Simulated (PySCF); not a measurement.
An unknown gives this computed stick spectrum. Computed with PySCF, TDDFT B3LYP/def2-SVPD, vertical, gas phase, core orbitals frozen in the response. Geometries: GFN2-xTB, one conformer each.

```json
{"state": "S1", "ν̃ (cm⁻¹)": "42450", "f": "0.037", "main configurations (H = HOMO, L = LUMO)": "H→L (93%)"}
{"state": "S2", "ν̃ (cm⁻¹)": "46540", "f": "0.011", "main configurations (H = HOMO, L = LUMO)": "H→L+1 (69%), H→L+2 (28%)"}
{"state": "S3", "ν̃ (cm⁻¹)": "50390", "f": "0.030", "main configurations (H = HOMO, L = LUMO)": "H→L+2 (65%), H→L+1 (23%)"}
{"state": "S4", "ν̃ (cm⁻¹)": "52810", "f": "0.010", "main configurations (H = HOMO, L = LUMO)": "H-1→L (90%)"}
{"state": "S5", "ν̃ (cm⁻¹)": "53570", "f": "0.023", "main configurations (H = HOMO, L = LUMO)": "H→L+3 (88%)"}
{"state": "S6", "ν̃ (cm⁻¹)": "57030", "f": "0.0074", "main configurations (H = HOMO, L = LUMO)": "H→L+4 (96%)"}
{"state": "S7", "ν̃ (cm⁻¹)": "59440", "f": "0.0019", "main configurations (H = HOMO, L = LUMO)": "H-2→L (91%)"}
{"state": "S8", "ν̃ (cm⁻¹)": "60430", "f": "0.038", "main configurations (H = HOMO, L = LUMO)": "H-1→L+1 (52%), H→L+5 (38%)"}
```

Triplets computed (Tamm–Dancoff): 3.80, 5.52, 5.86 eV.

Orbital energies (eV): HOMO-3 -10.23, HOMO-2 -9.38, HOMO-1 -8.41, HOMO -6.66, LUMO -0.63, LUMO+1 0.09, LUMO+2 0.37.

Task: Which candidate is it?
A. `[SiH3]S[SiH]1C[SiH2]C1`
B. `[SiH3]C1=COC=C1`
C. `O[Si@@H]1C=CO1`

Result: C. Its S1, at 5.26 eV, is the lowest among the candidates; the nearest of the others has S1 at 5.58 eV. S1 is HOMO→LUMO (93%). Löwdin shares by element: HOMO carbon 57%, oxygen 33% or more, silicon 4%; LUMO carbon 49%, silicon 16%, oxygen 12% or more (atoms not listed hold the other 23%). At the same level the other candidates give, for their lowest levels:
- `[SiH3]S[SiH]1C[SiH2]C1`: 5.58 eV (f 0.011); 5.78 eV (f 0.069); 5.94 eV (f 0.000); 6.17 eV (f 0.000); 6.23 eV (f 0.007); T1 5.30 eV; HOMO -6.91, LUMO -0.38 eV
- `[SiH3]c1ccoc1`: 6.07 eV (f 0.001); 6.10 eV (f 0.112); 6.35 eV (f 0.031); 6.65 eV (f 0.000); 6.77 eV (f 0.005); T1 4.06 eV; HOMO -6.62, LUMO -0.27 eV

Conformer computed: `[OH:1][Si@@H:2]1[CH:3]=[CH:4][O:5]1`: H–O1–Si2–C3 50°.
